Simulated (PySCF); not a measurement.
Ligands exchanged one at a time, B I-H. All species are isolated molecules in the gas phase. Strings in code marks are SMILES.

The four lowest singlet excitations (Tamm–Dancoff). Method: PySCF with CAM-B3LYP-D3(BJ)/def2-TZVP. Excitations are Tamm–Dancoff values on a coarser integration grid. The basis has no diffuse functions, so Rydberg states are missing or too high.

| state | energy (eV) | wavelength (nm) | oscillator strength |
|---|---|---|---|
| S1 | 4.04 | 307 | 0.000 |
| S2 | 5.55 | 223 | 0.132 |
| S3 | 5.88 | 211 | 0.000 |
| S4 | 6.71 | 185 | 0.009 |

Task: Say which member gives these states.
(A) `IB(I)I`
(B) `IBI`
(C) `BI`

Result: C, `BI`
